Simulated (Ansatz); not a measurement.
Clusters of 10 atoms, II-VI: PBE-D4/def2-SVP single points in Ansatz on relaxed structures, gas phase. Each cluster is the lowest isomer that a short search found in that spin, judged at the geometry's level, and lower ones may exist. Core potentials for Ba, Cd, Hg, Sr, Te, no spin–orbit coupling. HOMO and LUMO are taken over both spins. Singlets are spin-restricted. Levels of anions in sets without diffuse functions are rough. The structures are stationary points that may keep the symmetry of their start. Remarks come from the PBE and PBE0 runs and from stability tests at other levels; not every state was tested.

```tsv
species	atoms	state	geometry	HOMO (eV)	LUMO (eV)	gap (eV)	point group (within 0.1 Å)	remarks
Ba5Se5⁺	10	doublet	PBE-D4/def2-SVP	-6.95	-6.63	0.32	Cs	–
Ba5S5⁺	10	doublet	PBE-D4/def2-SVP	-7.42	-7.09	0.34	C4v	–
Cd5O5 (with 2 O–O bonds)	10	singlet	PBE0-D4/def2-SVP	-4.98	-3.62	1.36	–	restricted SCF unstable in HF
Be5Te5⁻	10	doublet	PBE-D4/def2-SVP	-1.33	-1.02	0.31	Cs	–
Hg5O5⁻ (with 2 O–O bonds)	10	doublet	r2SCAN-D4/def2-SVP	-1.26	-0.51	0.74	–	–
Sr5S5	10	singlet	r2SCAN-D4/def2-SVP	-4.45	-1.99	2.46	C4v	–
Be5Se5	10	singlet	PBE-D4/def2-SVP	-5.67	-3.70	1.97	Cs	–
```

The gap (eV) runs from 0.31 (Be5Te5⁻) to 2.46 (Sr5S5).
